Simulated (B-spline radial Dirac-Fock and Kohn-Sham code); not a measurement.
**Auger decay of the N2 hole in Hf²⁺**

System: the Hf²⁺ ion in the configuration [Xe] 4f14 5d2, inside a Watson sphere of charge -2 and radius 3 Å (a model of the Madelung potential; inside it an electron's potential energy is raised by 9.6 eV).

The run's input, task.json:

```json
{"items": [{
  "Z": 72,
  "q": 2,
  "cfg": [[1, 0, 2], [2, 0, 2], [2, 1, 6], [3, 0, 2], [3, 1, 6], [3, 2, 10], [4, 0, 2], [4, 1, 6], [4, 2, 10], [4, 3, 14], [5, 0, 2], [5, 1, 6], [5, 2, 2]],
  "A": 180,
  "rrms": 5.347,
  "watson": [-2, 3.0],
  "do": ["binding", "quiet", "decay"],
  "holes": ["K", "L1", "L2", "L3", "M1", "M2", "M3", "M4", "M5", "N1", "N2", "N3", "N4", "N5", "N6", "N7"]
}]}
```

Run with: `python xray_run.py task.json out`

These are calculated numbers from a radial atomic solver; the model is independent-particle radiative and Coulomb Auger rates from relativistic LDA hole-state orbitals, with Dirac-Fock energies. Kinetic energies are configuration averages from the vacuum level; the two-hole energies are estimated from single-hole states.

```csv
transition,kinetic energy (eV),width (meV),share (%)
N2-N3N6,5.94,773,6.0
N2-N3N7,8.27,624,4.8
N2-N4O1,118.3,551,4.3
N2-N4O2,149.6,390,3.0
N2-N4O3,158.0,644,5.0
N2-N5O2,160.1,348,2.7
N2-N4N7,168.1,4870,37.7
N2-N4N6,168.7,2310,17.9
N2-N5N6,177.3,623,4.8
N2-N7O2,361.4,362,2.8
```

Coster-Kronig rates are the weakest part of this model and often come out 1.5 to 2.5 times too large. Super-Coster-Kronig decay this fast strains the one-particle picture, and such widths tend to come out too large. Channels within a few eV of threshold rest on estimated energies and may be closed in reality. The listed channels hold 89 % of the non-radiative rate. Summed by principal shells, of 12.9 eV in all: NNN 75.6 %, NNO 23.7 %, NOO 0.7 %.
